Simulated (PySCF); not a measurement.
UHF on Cs²⁸⁺ (caesium, charge +28)

Configuration: [Ar] 3d9, 2D determinant. Computed with PySCF 2.14 in an even-tempered Gaussian basis (19 s from 3.6 bohr⁻², ratio 2.5; 13 p from 4.7 bohr⁻², ratio 2.5; 8 d from 4.7 bohr⁻², ratio 2.5; 4 f from 23 bohr⁻², ratio 2.7; 3 g from 34 bohr⁻², ratio 2.7), with scalar relativity by spin-free X2C-1e.

```
Total energy                                                  : -7362.423931 hartree
One-electron energy                                           : -8982.3632 hartree
Hartree (Coulomb) energy                                      : 1778.7864 hartree
Exchange energy                                               : -158.8472 hartree
⟨S²⟩                                                          : 0.7501
⟨L²⟩                                                          : 6.001
Sum of ⟨r⟩                                                    : 5.520 bohr
Sum of ⟨r²⟩                                                   : 1.588 bohr²
Traceless quadrupole moment −½Σ⟨3z² − r²⟩ along its main axis : -0.0224 e·bohr²
```

```
shell  electrons  mean orbital energy (eV)  spread (eV)  rms radius, mean of both spins (bohr)
 1s α          1                  -37183.0            0                                 0.0298
 1s β          1                  -37182.9            0                                 0.0298
 2s α          1                   -6773.2            0                                  0.121
 2s β          1                   -6767.5            0                                  0.121
 2p α          3                   -6180.8        5.662                                  0.108
 2p β          3                   -6175.2        1.094                                  0.108
 3s α          1                   -2163.5            0                                  0.311
 3s β          1                   -2156.2            0                                  0.311
 3p α          3                   -1968.1        7.241                                  0.309
 3p β          3                   -1959.1        3.561                                  0.309
 3d α          5                   -1689.7        9.992                                  0.283
 3d β          4                   -1684.1        7.551                                  0.283
```

Spin-orbit coupling, absent here, splits the open shell strongly.

Densities and radii are taken from the X2C orbitals without a picture-change correction, which distorts them close to the nucleus.

Spin-orbit constants ζ (cm⁻¹) from the X2C one-electron operator on these orbitals: bare nucleus, nucleus screened by l(l+1)(2l+1)/3 electrons, and screened by the Breit-Pauli mean field of the electrons.

```tsv
shell	bare	screened nucleus	mean field
2p	1873000	1805000	1776000
3p	385200	371200	364700
3d	60350	49380	48070
```

To first order the Landé constant is A = -48070 cm⁻¹, so the lowest level has J = 5/2 and lies 5.96 eV below the centre of the term. First order in ζ underestimates the shift of the j = l − 1/2 level at high Z.
